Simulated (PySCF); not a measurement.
Several structures and their simulated spectra, in scrambled order.

A. `InChI=1S/C6H5F3N2/c1-4-2-5(3-10-11-4)6(7,8)9/h2-3H,1H3`
B. `C[Si]([SiH3])([SiH3])[SiH2]OC=O`
C. `InChI=1S/C2H12O2Si4/c1-7(2)4-8-5-3-6-8/h7-8H,5-6H2,1-2H3`

Spectrum 1. $^{13}$C{$^{1}$H} NMR (computed): δ 1.6 (CH3).

Spectrum 2. $^{13}$C{$^{1}$H} NMR (computed): δ 164.3 (C), 149.2 (CH), 133.5 (C), 133.1 (C), 125.8 (CH), 25.3 (CH3).

Spectrum 3. $^{13}$C{$^{1}$H} NMR (computed): δ 165.1 (CH), -7.7 (CH3).

Non-relativistic, one averaged value for each set of equivalent atoms, gas phase, a single conformation. Structure optimised with GFN2-xTB; GIAO PBE0/pcSseg-1 shieldings; PySCF.

Chemical shifts δ = σref − σ; TMS for $^{13}$C (σref 186.93), all at this level. Splittings of carbon signals by F and P are missing where no couplings were computed. Shifts are as computed. Against solution values, carbons near 30 ppm lie about +3 ppm off and those near 130 ppm about +5 ppm. Of 1211 compounds with measured shifts, 218 miss one by over three times the rms of a fit or turn the order of signals round; such compounds aren't used in these exercises.

Task: Match each spectrum to its structure.

Result: 1–C, 2–A, 3–B.

- Spectrum 1 (C): a single $^{13}$C signal, at 1.6 ppm (methyl carbon bonded to Si).
- Spectrum 2 (A): 6 $^{13}$C signals; δC 149.2 is an aromatic CH next to a ring nitrogen; δC 133.1 is a CF3 carbon.
- Spectrum 3 (B): 2 $^{13}$C signals; δC -7.7 is a methyl carbon bonded to Si; δC 165.1 is a carbonyl carbon.
